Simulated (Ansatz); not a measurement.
Harmonic vibrations of C₂H₇BSe by finite differences.

```yaml
crystal:
  periodic: [false, false, false]
  atoms:
    - {symbol: B, position_ang: [-0.236432, 1.455878, 0.485753]}
    - {symbol: C, position_ang: [-0.739340, 0.142512, 1.146371]}
    - {symbol: Se, position_ang: [1.103761, -0.279216, 0.540973]}
    - {symbol: C, position_ang: [0.649547, -1.110385, -1.153390]}
    - {symbol: H, position_ang: [-0.487624, 1.680516, -0.664112]}
    - {symbol: H, position_ang: [0.237139, 2.309723, 1.178918]}
    - {symbol: H, position_ang: [-0.771559, 0.035268, 2.226865]}
    - {symbol: H, position_ang: [-1.425578, -0.533881, 0.643753]}
    - {symbol: H, position_ang: [1.554704, -1.136334, -1.758435]}
    - {symbol: H, position_ang: [0.285727, -2.121576, -0.981396]}
    - {symbol: H, position_ang: [-0.104946, -0.499606, -1.644600]}
basis:
  gaussian: {orbitals: def2-TZVP}
hamiltonian: {xc: pbe0, dispersion: d4}
phonons: {temperatures: {t_min: 298.15, t_max: 900, t_step: 200}}
```

```sh
$ ansatz run in.yaml --threads 4 --pin off --events-out ev --progress --plain --max-ram 10444MiB
```

It prints (some lines left out):

```
Functional definition: PBE0
mean field -68203.45117682 eV, -2506.4306007886 hartree, gradient 2.3e-5 eV, S^2 0.000000; 0 other end points of the search recorded, 0 dependent functions left out
mean field -68203.45113226 eV, -2506.4305991508 hartree, gradient 2.1e-6 eV, S^2 0.000000; 0 other end points of the search recorded, 0 dependent functions left out
mean field -68203.45113142 eV, -2506.4305991201 hartree, gradient 2.1e-6 eV, S^2 0.000000; 0 other end points of the search recorded, 0 dependent functions left out
mean field -68203.45108232 eV, -2506.4305973159 hartree, gradient 2.1e-6 eV, S^2 0.000000; 0 other end points of the search recorded, 0 dependent functions left out
mean field -68203.45104654 eV, -2506.4305960010 hartree, gradient 2.0e-6 eV, S^2 0.000000; 0 other end points of the search recorded, 0 dependent functions left out
mean field -68203.45105588 eV, -2506.4305963442 hartree, gradient 2.1e-6 eV, S^2 0.000000; 0 other end points of the search recorded, 0 dependent functions left out
mean field -68203.45104781 eV, -2506.4305960475 hartree, gradient 2.1e-6 eV, S^2 0.000000; 0 other end points of the search recorded, 0 dependent functions left out
mean field -68203.45105760 eV, -2506.4305964072 hartree, gradient 2.1e-6 eV, S^2 0.000000; 0 other end points of the search recorded, 0 dependent functions left out
mean field -68203.45109688 eV, -2506.4305978508 hartree, gradient 2.0e-6 eV, S^2 0.000000; 0 other end points of the search recorded, 0 dependent functions left out
mean field -68203.45107350 eV, -2506.4305969915 hartree, gradient 2.1e-6 eV, S^2 0.000000; 0 other end points of the search recorded, 0 dependent functions left out
mean field -68203.45104994 eV, -2506.4305961256 hartree, gradient 2.0e-6 eV, S^2 0.000000; 0 other end points of the search recorded, 0 dependent functions left out
mean field -68203.45101242 eV, -2506.4305947469 hartree, gradient 2.1e-6 eV, S^2 0.000000; 0 other end points of the search recorded, 0 dependent functions left out
mean field -68203.45099344 eV, -2506.4305940493 hartree, gradient 2.1e-6 eV, S^2 0.000000; 0 other end points of the search recorded, 0 dependent functions left out
mean field -68203.45113044 eV, -2506.4305990842 hartree, gradient 2.0e-6 eV, S^2 0.000000; 0 other end points of the search recorded, 0 dependent functions left out
mean field -68203.45111135 eV, -2506.4305983825 hartree, gradient 2.1e-6 eV, S^2 0.000000; 0 other end points of the search recorded, 0 dependent functions left out
mean field -68203.45115627 eV, -2506.4306000333 hartree, gradient 2.1e-6 eV, S^2 0.000000; 0 other end points of the search recorded, 0 dependent functions left out
mean field -68203.45114069 eV, -2506.4305994608 hartree, gradient 2.1e-6 eV, S^2 0.000000; 0 other end points of the search recorded, 0 dependent functions left out
mean field -68203.45112916 eV, -2506.4305990372 hartree, gradient 2.0e-6 eV, S^2 0.000000; 0 other end points of the search recorded, 0 dependent functions left out
mean field -68203.45111173 eV, -2506.4305983966 hartree, gradient 2.1e-6 eV, S^2 0.000000; 0 other end points of the search recorded, 0 dependent functions left out
mean field -68203.45101014 eV, -2506.4305946630 hartree, gradient 2.1e-6 eV, S^2 0.000000; 0 other end points of the search recorded, 0 dependent functions left out
mean field -68203.45100863 eV, -2506.4305946076 hartree, gradient 2.0e-6 eV, S^2 0.000000; 0 other end points of the search recorded, 0 dependent functions left out
mean field -68203.45099410 eV, -2506.4305940736 hartree, gradient 2.1e-6 eV, S^2 0.000000; 0 other end points of the search recorded, 0 dependent functions left out
mean field -68203.45104254 eV, -2506.4305958540 hartree, gradient 2.0e-6 eV, S^2 0.000000; 0 other end points of the search recorded, 0 dependent functions left out
mean field -68203.45102868 eV, -2506.4305953446 hartree, gradient 2.1e-6 eV, S^2 0.000000; 0 other end points of the search recorded, 0 dependent functions left out
mean field -68203.45109461 eV, -2506.4305977675 hartree, gradient 2.0e-6 eV, S^2 0.000000; 0 other end points of the search recorded, 0 dependent functions left out
mean field -68203.45116936 eV, -2506.4306005145 hartree, gradient 2.1e-6 eV, S^2 0.000000; 0 other end points of the search recorded, 0 dependent functions left out
mean field -68203.45116426 eV, -2506.4306003269 hartree, gradient 2.1e-6 eV, S^2 0.000000; 0 other end points of the search recorded, 0 dependent functions left out
mean field -68203.45116871 eV, -2506.4306004906 hartree, gradient 2.1e-6 eV, S^2 0.000000; 0 other end points of the search recorded, 0 dependent functions left out
mean field -68203.45116067 eV, -2506.4306001949 hartree, gradient 2.1e-6 eV, S^2 0.000000; 0 other end points of the search recorded, 0 dependent functions left out
mean field -68203.45112508 eV, -2506.4305988871 hartree, gradient 2.0e-6 eV, S^2 0.000000; 0 other end points of the search recorded, 0 dependent functions left out
mean field -68203.45109482 eV, -2506.4305977749 hartree, gradient 2.1e-6 eV, S^2 0.000000; 0 other end points of the search recorded, 0 dependent functions left out
mean field -68203.45115510 eV, -2506.4305999904 hartree, gradient 2.1e-6 eV, S^2 0.000000; 0 other end points of the search recorded, 0 dependent functions left out
mean field -68203.45116439 eV, -2506.4306003318 hartree, gradient 2.0e-6 eV, S^2 0.000000; 0 other end points of the search recorded, 0 dependent functions left out
mean field -68203.45113009 eV, -2506.4305990712 hartree, gradient 2.1e-6 eV, S^2 0.000000; 0 other end points of the search recorded, 0 dependent functions left out
mean field -68203.45114032 eV, -2506.4305994472 hartree, gradient 2.1e-6 eV, S^2 0.000000; 0 other end points of the search recorded, 0 dependent functions left out
mean field -68203.45114038 eV, -2506.4305994492 hartree, gradient 2.1e-6 eV, S^2 0.000000; 0 other end points of the search recorded, 0 dependent functions left out
mean field -68203.45115192 eV, -2506.4305998733 hartree, gradient 2.1e-6 eV, S^2 0.000000; 0 other end points of the search recorded, 0 dependent functions left out
mean field -68203.45116334 eV, -2506.4306002931 hartree, gradient 2.1e-6 eV, S^2 0.000000; 0 other end points of the search recorded, 0 dependent functions left out
mean field -68203.45116430 eV, -2506.4306003285 hartree, gradient 2.1e-6 eV, S^2 0.000000; 0 other end points of the search recorded, 0 dependent functions left out
mean field -68203.45116404 eV, -2506.4306003188 hartree, gradient 2.0e-6 eV, S^2 0.000000; 0 other end points of the search recorded, 0 dependent functions left out
mean field -68203.45116448 eV, -2506.4306003351 hartree, gradient 2.1e-6 eV, S^2 0.000000; 0 other end points of the search recorded, 0 dependent functions left out
mean field -68203.45107287 eV, -2506.4305969684 hartree, gradient 2.1e-6 eV, S^2 0.000000; 0 other end points of the search recorded, 0 dependent functions left out
mean field -68203.45106672 eV, -2506.4305967425 hartree, gradient 2.0e-6 eV, S^2 0.000000; 0 other end points of the search recorded, 0 dependent functions left out
mean field -68203.45112638 eV, -2506.4305989347 hartree, gradient 2.0e-6 eV, S^2 0.000000; 0 other end points of the search recorded, 0 dependent functions left out
mean field -68203.45112874 eV, -2506.4305990215 hartree, gradient 2.1e-6 eV, S^2 0.000000; 0 other end points of the search recorded, 0 dependent functions left out
mean field -68203.45112896 eV, -2506.4305990296 hartree, gradient 2.0e-6 eV, S^2 0.000000; 0 other end points of the search recorded, 0 dependent functions left out
mean field -68203.45112967 eV, -2506.4305990560 hartree, gradient 2.1e-6 eV, S^2 0.000000; 0 other end points of the search recorded, 0 dependent functions left out
mean field -68203.45114906 eV, -2506.4305997682 hartree, gradient 2.0e-6 eV, S^2 0.000000; 0 other end points of the search recorded, 0 dependent functions left out
mean field -68203.45113493 eV, -2506.4305992492 hartree, gradient 2.1e-6 eV, S^2 0.000000; 0 other end points of the search recorded, 0 dependent functions left out
mean field -68203.45109789 eV, -2506.4305978879 hartree, gradient 2.1e-6 eV, S^2 0.000000; 0 other end points of the search recorded, 0 dependent functions left out
mean field -68203.45109920 eV, -2506.4305979359 hartree, gradient 2.0e-6 eV, S^2 0.000000; 0 other end points of the search recorded, 0 dependent functions left out
mean field -68203.45116020 eV, -2506.4306001776 hartree, gradient 2.1e-6 eV, S^2 0.000000; 0 other end points of the search recorded, 0 dependent functions left out
mean field -68203.45116640 eV, -2506.4306004055 hartree, gradient 2.1e-6 eV, S^2 0.000000; 0 other end points of the search recorded, 0 dependent functions left out
mean field -68203.45113466 eV, -2506.4305992393 hartree, gradient 2.0e-6 eV, S^2 0.000000; 0 other end points of the search recorded, 0 dependent functions left out
mean field -68203.45113626 eV, -2506.4305992981 hartree, gradient 2.1e-6 eV, S^2 0.000000; 0 other end points of the search recorded, 0 dependent functions left out
mean field -68203.45115900 eV, -2506.4306001336 hartree, gradient 2.0e-6 eV, S^2 0.000000; 0 other end points of the search recorded, 0 dependent functions left out
mean field -68203.45114691 eV, -2506.4305996894 hartree, gradient 2.1e-6 eV, S^2 0.000000; 0 other end points of the search recorded, 0 dependent functions left out
mean field -68203.45108282 eV, -2506.4305973339 hartree, gradient 2.0e-6 eV, S^2 0.000000; 0 other end points of the search recorded, 0 dependent functions left out
mean field -68203.45108443 eV, -2506.4305973932 hartree, gradient 2.1e-6 eV, S^2 0.000000; 0 other end points of the search recorded, 0 dependent functions left out
mean field -68203.45115463 eV, -2506.4305999732 hartree, gradient 2.1e-6 eV, S^2 0.000000; 0 other end points of the search recorded, 0 dependent functions left out
mean field -68203.45116594 eV, -2506.4306003888 hartree, gradient 2.1e-6 eV, S^2 0.000000; 0 other end points of the search recorded, 0 dependent functions left out
mean field -68203.45112571 eV, -2506.4305989103 hartree, gradient 2.0e-6 eV, S^2 0.000000; 0 other end points of the search recorded, 0 dependent functions left out
mean field -68203.45111111 eV, -2506.4305983738 hartree, gradient 2.1e-6 eV, S^2 0.000000; 0 other end points of the search recorded, 0 dependent functions left out
mean field -68203.45112538 eV, -2506.4305988982 hartree, gradient 2.1e-6 eV, S^2 0.000000; 0 other end points of the search recorded, 0 dependent functions left out
mean field -68203.45114064 eV, -2506.4305994591 hartree, gradient 2.0e-6 eV, S^2 0.000000; 0 other end points of the search recorded, 0 dependent functions left out
mean field -68203.45114291 eV, -2506.4305995423 hartree, gradient 2.1e-6 eV, S^2 0.000000; 0 other end points of the search recorded, 0 dependent functions left out
mean field -68203.45114762 eV, -2506.4305997156 hartree, gradient 2.1e-6 eV, S^2 0.000000; 0 other end points of the search recorded, 0 dependent functions left out
Total energy: -68203.64285679 eV, -2506.4376448977 hartree
Atom 0 at    -0.236432     1.455878     0.485753 Å, force    -0.001596    -0.000246     0.000098 eV/Å
Atom 1 at    -0.739340     0.142512     1.146371 Å, force    -0.002638     0.002821    -0.001748 eV/Å
Atom 2 at     1.103761    -0.279216     0.540973 Å, force     0.002774     0.000119     0.001265 eV/Å
Atom 3 at     0.649547    -1.110385    -1.153390 Å, force    -0.002023    -0.001944    -0.003187 eV/Å
Atom 4 at    -0.487624     1.680516    -0.664112 Å, force     0.000913    -0.000702     0.000823 eV/Å
Atom 5 at     0.237139     2.309723     1.178918 Å, force     0.000401    -0.000831    -0.000058 eV/Å
Atom 6 at    -0.771559     0.035268     2.226865 Å, force     0.000616    -0.000465    -0.000734 eV/Å
Atom 7 at    -1.425578    -0.533881     0.643753 Å, force     0.000848    -0.000654     0.000951 eV/Å
Atom 8 at     1.554704    -1.136334    -1.758435 Å, force    -0.002036     0.000612     0.001541 eV/Å
Atom 9 at     0.285727    -2.121576    -0.981396 Å, force     0.001045     0.002448    -0.000223 eV/Å
Atom 10 at    -0.104946    -0.499606    -1.644600 Å, force     0.001693    -0.001161     0.001273 eV/Å
Dipole moment:     0.001220    -0.535321    -0.161224 e Å
Vibrations: 122.77 184.50 214.89 326.73 540.18 621.00 636.82 681.63 881.93 911.18 928.57 971.17 991.16 1042.88 1052.84 1208.77 1305.93 1441.75 1460.00 1463.69 2562.05 2644.50 3076.21 3129.98 3178.76 3187.92 3207.52 cm⁻¹, zero-point energy 2.354167 eV
```

Hardware: 4 threads of a server CPU on a shared host. Wall time 2.5 min, peak host memory 0.51 GiB.
